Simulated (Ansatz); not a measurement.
`BBBr` + `C#[C][SnH2][F]` → `[BH2][SnH2][C]#C` + `FBBr`  (redistribution)

Gas-phase electronic energies from Ansatz, PBE0-D4/def2-TZVP geometries. CCSD(T)/CBS is the MP2 limit (def2-TZVPP, def2-QZVPP) plus CCSD(T) − MP2 in def2-TZVPP, frozen cores. DFT in def2-TZVPP. Elements past krypton have def2 core potentials. For Br, Sn outer-core shells are correlated without core-valence functions, which leaves a few kJ/mol of doubt a bond. Scalar relativity is left out up to krypton.

`BBBr`:

Cartesian coordinates in Å:
```
B -0.552 -0.499 -0.473
B 0.299 0.652 0.338
Br 1.851 -0.060 1.214
H -1.412 -1.137 0.065
H -0.300 -0.778 -1.611
H 0.114 1.822 0.466
```

`C#[C][SnH2][F]`:

```xyz
7

C     0.635    0.994   -1.789
C     0.253    0.446   -0.786
Sn   -0.451   -0.475    0.928
F     1.049   -1.450    1.625
H     0.982    1.476   -2.675
H    -0.846    0.658    2.127
H    -1.622   -1.649    0.571
```

`[BH2][SnH2][C]#C`:

Cartesian coordinates in Å:
```
B 0.073 0.448 2.015
Sn -0.721 0.556 -0.079
C 0.389 -0.655 -1.370
C 1.050 -1.363 -2.090
H -0.448 1.084 2.880
H 1.012 -0.237 2.282
H -0.648 2.137 -0.720
H -2.339 0.019 -0.187
H 1.631 -1.988 -2.731
```

`FBBr`:

```xyz
4

F     0.749    0.619    0.972
B     0.098   -0.102    0.095
Br   -1.089    0.766   -1.117
H     0.242   -1.282    0.051
```

| level | ΔE (kcal/mol) | difference from CCSD(T)/CBS |
| --- | --- | --- |
| LDA (SPW92) | -21.8 | -2.3 |
| PBE0-D4 | -19.6 | -0.1 |
| ωB97X-V | -18.5 | 1.0 |
| PBE | -18.2 | 1.3 |
| revPBE | -17.4 | 2.1 |
| r2SCAN0 | -19.9 | -0.4 |
| HF/def2-SVP | -23.5 | -4.0 |
| HF/def2-TZVPP | -19.7 | -0.2 |
| MP2/def2-TZVPP | -22.4 | -2.9 |
| MP2/CBS(def2) | -20.2 | -0.7 |
| CCSD(T)/CBS | -19.5 | 0 |

Largest T1 diagnostic among the species: 0.014.

From PBE to PBE0 (25 % exact exchange), in def2-TZVPP and without D4, ΔE moves by −1.4 kcal/mol. At CCSD(T), def2-SVP lies −4.9 kcal/mol from the extrapolated value and def2-TZVPP −2.3 kcal/mol.
